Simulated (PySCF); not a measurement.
**How methods differ on the ionisation energy of Ru²⁵⁺**

Ru²⁵⁺ [Ar] 3d1 [3d3/2^1, M_J = 3/2] → Ru²⁶⁺ [Ar], as a difference of total energies. Calculation: PySCF 2.14, in an uncontracted even-tempered set (16 s from 3.5 bohr⁻², ratio 2.8; 12 p from 4.5 bohr⁻², ratio 2.8; 8 d from 4.5 bohr⁻², ratio 2.8; 3 f from 14 bohr⁻², ratio 3); the two-component X2C-1e Hamiltonian. Correlated levels: [Ne] frozen; the 74 highest virtual spinors dropped. "Screened" scales the spin-orbit matrix elements by Boettger's factors to mimic the two-electron term; Breit and QED terms are absent.

| method | ionisation energy (eV) |
| --- | --- |
| GHF (spin-free) | 1250.2 |
| GMP2 (spin-free) | 1250.1 |
| GHF (screened spin-orbit) | 1253.7 |
| GMP2 (screened spin-orbit) | 1253.6 |

Breit and QED terms and the two-electron picture change are absent.

The spin-free rows lack the spin-orbit shift.

For comparison: 1253 ± 4 eV (theoretical estimate listed by NIST; NIST Atomic Spectra Database, ionization energies).
